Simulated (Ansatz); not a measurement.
Reaction (cleavage of the Si–Si bond): `O[SiH2][SiH2]Cl` + `CN[SiH3]` → `CN([SiH3])[SiH2]Cl` + silanol

Program: Ansatz. Geometries: PBE0-D4/def2-TZVP. ΔE: electronic, gas phase. CCSD(T)/CBS is the MP2 limit (def2-TZVPP, def2-QZVPP) plus CCSD(T) − MP2 in def2-TZVPP, frozen cores. DFT in def2-TZVPP. One conformer a species, not always the lowest.

CCSD(T)/CBS gives -82.5 kJ/mol.

(1) Another level gave -74.7 kJ/mol. Which?
A. LDA (SPW92)/def2-TZVPP
B. revPBE/def2-TZVPP
C. r2SCANh-D4/def2-TZVPP
D. PBE-D4/def2-TZVPP

(2) What do rigid-rotor, harmonic-oscillator terms from PBE0-D4/def2-TZVP frequencies (298.15 K, 1 bar) make of the CCSD(T)/CBS value? (Estimate.)

Largest T1 diagnostic among the species: 0.011.

Answers

(1) C. r2SCANh-D4 -74.7, LDA (SPW92) -64.4, PBE-D4 -59.9, revPBE -51.6 kJ/mol.

(2) Computed: ΔZPE = -4.6 kJ/mol, ΔH = -87.7 kJ/mol, ΔS = -11 J/(mol·K), ΔG = -84.3 kJ/mol. Modes under 50 cm⁻¹ make the entropy rough.

The D4 term adds −6.9 kJ/mol with B3LYP and −3.9 kJ/mol with PBE0; it sums over pairs of atoms, weighted by their polarisabilities, and B3LYP, whose exchange is more repulsive, gets the larger term. From BLYP to BHLYP (50 % exact exchange), in def2-TZVPP and without D4, ΔE moves by −14.6 kJ/mol.

B3LYP here is the variant with VWN-RPA as its local correlation; programs differ in this.
